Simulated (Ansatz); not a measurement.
Species: [Hf(SH)4] (charge 0, multiplicity 1).

Q: Give a relaxed geometry from r2SCAN-D4/def2-SVP (Ansatz, a program for electronic structure).

A: Several could match; the one computed here: the end point of this relaxation, one of several conformers.
Cartesian coordinates (Å) in one orientation:
```xyz
9

Hf     0.080    -0.308    -0.075
S     -2.256    -0.901    -0.440
H     -2.569     0.359    -0.829
S      1.432    -2.156    -0.912
H      2.285    -2.077     0.139
S      0.512     0.067     2.294
H     -0.612    -0.597     2.659
S      0.633     1.759    -1.245
H      1.217     1.086    -2.266
```
